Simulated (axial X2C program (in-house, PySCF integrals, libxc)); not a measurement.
**Low determinants of RhSi at the PBE0 level, 2c**

Computed with an in-house relativistic program for diatomic molecules. Two-component (2c) means X2C with spin–orbit coupling and atomic mean-field two-electron Coulomb and Gaunt terms. Basis: Rh dyall-cv3z [12s12p8d5f3g], Si dyall-v3z [8s7p2d1f] (cores contracted in-house); Gaussian nuclei, density fitting, unrestricted open shells. Masses: Rh 102.906 u, Si 27.977 u.

Search at 2.033 Å (vertical energies from the lowest determinant):

```json
{"ΔE (eV)": "0.00", "state": "Ω = 1/2", "electrons beyond evenly filled partner blocks": "ω = 1/2", "electrons in ±ω = 1/2, 3/2, 5/2, 7/2": "39 16 4 0"}
{"ΔE (eV)": "0.44", "state": "Ω = 5/2", "electrons beyond evenly filled partner blocks": "ω = 5/2", "electrons in ±ω = 1/2, 3/2, 5/2, 7/2": "40 16 3 0"}
{"ΔE (eV)": "0.72", "state": "Ω = 3/2", "electrons beyond evenly filled partner blocks": "ω = 3/2", "electrons in ±ω = 1/2, 3/2, 5/2, 7/2": "40 15 4 0"}
{"ΔE (eV)": "0.89", "state": "Ω = 9/2", "electrons beyond evenly filled partner blocks": "ω = 1/2, ω = 3/2, ω = 5/2", "electrons in ±ω = 1/2, 3/2, 5/2, 7/2": "39 17 3 0"}
{"ΔE (eV)": "1.01", "state": "Ω = 3/2", "electrons beyond evenly filled partner blocks": "ω = 3/2", "electrons in ±ω = 1/2, 3/2, 5/2, 7/2": "38 17 4 0"}
{"ΔE (eV)": "1.04", "state": "Ω = 7/2", "electrons beyond evenly filled partner blocks": "2 × ω = 1/2, ω = 5/2", "electrons in ±ω = 1/2, 3/2, 5/2, 7/2": "40 16 3 0"}
{"ΔE (eV)": "1.14", "state": "Ω = 3/2", "electrons beyond evenly filled partner blocks": "ω = 1/2, ω = -3/2, ω = 5/2", "electrons in ±ω = 1/2, 3/2, 5/2, 7/2": "39 17 3 0"}
```

Lowest determinant, Ω = 1/2 (⟨Sz⟩ = 0.50, ⟨Lz⟩ = 0.00 at PBE0): Re = 2.031 Å, ωe = 553.5 cm⁻¹.

The determinant in row 2 of the search, Ω = 5/2 (⟨Sz⟩ = 0.50, ⟨Lz⟩ = 2.00 at PBE0), was followed along the bond at PBE0; measured from the minimum of the lowest determinant it gives:

Te = 0.386 eV (3112 cm⁻¹), Re = 2.103 Å, ωe = 496.0 cm⁻¹.

Compare the bond of the determinant in row 2 with that of the lowest one.

At PBE0 its Re is 0.072 Å longer and its force constant, which goes as ωe², is 0.80 times that of the lowest determinant. T0 ≈ Te + Δωe/2 = 3112 + (-29) = 3083 cm⁻¹.

The search compares states at one distance, so a state with another bond length can lie lower; it is not exhaustive and yields mostly the lowest determinant of each block pattern, so other components and higher states of one pattern are missing. These are energies of single determinants, not of spin-adapted states; PBE0 term energies can be off by some tenths of an eV, and the functional has no current term.
